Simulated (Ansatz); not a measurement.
`Cc1csc(-c2sc(-c3sc(-c4sc(-c5sc(-c6sc(-c7sc(-c8sccc8C)cc7C)cc6C)cc5C)cc4C)cc3C)cc2C)c1`, 82 atoms. Hardware: 4 threads of AMD EPYC 7R13 on a shared host and a share (37 GiB) of an NVIDIA H100 80GB HBM3.

Single mean-field runs in def2-SVP are fitted with def2-universal-jkfit.

(1) How many basis functions does each of these Ansatz runs have, and roughly what does it cost? PBE0-D4/def2-SVP, charge 0 singlet, energy and forces, from earlier orbitals; PBE-D4/def2-SVP, charge 1 doublet at the geometry of the charge 0 singlet, energy, from earlier orbitals; PBE-D4/def2-SVP, charge -1 doublet at the geometry of the charge 0 singlet, energy, from earlier orbitals; PBE0-D4/def2-SVP, charge 1 doublet at the geometry of the charge 0 singlet, energy; PBE0-D4/def2-SVP, charge 0 triplet at the geometry of the charge 0 singlet, energy; PBE-D4/def2-SVP, charge 0 singlet, energy, from earlier orbitals; PBE-D4/def2-SVP, charge 0 singlet, relaxation, 26 steps; PBE-D4/def2-SVP, charge 0 triplet at the geometry of the charge 0 singlet, energy, from earlier orbitals; PBE0-D4/def2-SVP, charge -1 doublet at the geometry of the charge 0 singlet, energy; r2SCAN-D4/def2-SVP, charge 0 singlet, energy, from earlier orbitals.

## Answers

(1) Other jobs shared the machine, so times can vary by a factor of up to 3.

| run | functions | fitting or Cholesky vectors | wall time | peak host memory (GiB) |
| --- | --- | --- | --- | --- |
| PBE-D4/def2-SVP, charge 0 singlet, energy, from earlier orbitals | 874 | 4636 | 4.3 s | 1.3 |
| r2SCAN-D4/def2-SVP, charge 0 singlet, energy, from earlier orbitals | 874 | 4636 | 5.5 s | 1.4 |
| PBE0-D4/def2-SVP, charge 0 singlet, energy and forces, from earlier orbitals | 874 | 4636 | 9.1 s | 3.2 |
| PBE-D4/def2-SVP, charge -1 doublet at the geometry of the charge 0 singlet, energy, from earlier orbitals | 874 | 4636 | 12 s | 1.6 |
| PBE-D4/def2-SVP, charge 0 triplet at the geometry of the charge 0 singlet, energy, from earlier orbitals | 874 | 4636 | 13 s | 1.7 |
| PBE0-D4/def2-SVP, charge -1 doublet at the geometry of the charge 0 singlet, energy | 874 | 4636 | 17 s | 1.6 |
| PBE-D4/def2-SVP, charge 1 doublet at the geometry of the charge 0 singlet, energy, from earlier orbitals | 874 | 4636 | 18 s | 1.6 |
| PBE0-D4/def2-SVP, charge 0 triplet at the geometry of the charge 0 singlet, energy | 874 | 4636 | 23 s | 1.8 |
| PBE0-D4/def2-SVP, charge 1 doublet at the geometry of the charge 0 singlet, energy | 874 | 4636 | 30 s | 1.6 |
| PBE-D4/def2-SVP, charge 0 singlet, relaxation, 26 steps | 874 | 4636 | 2 min | 1.4 |
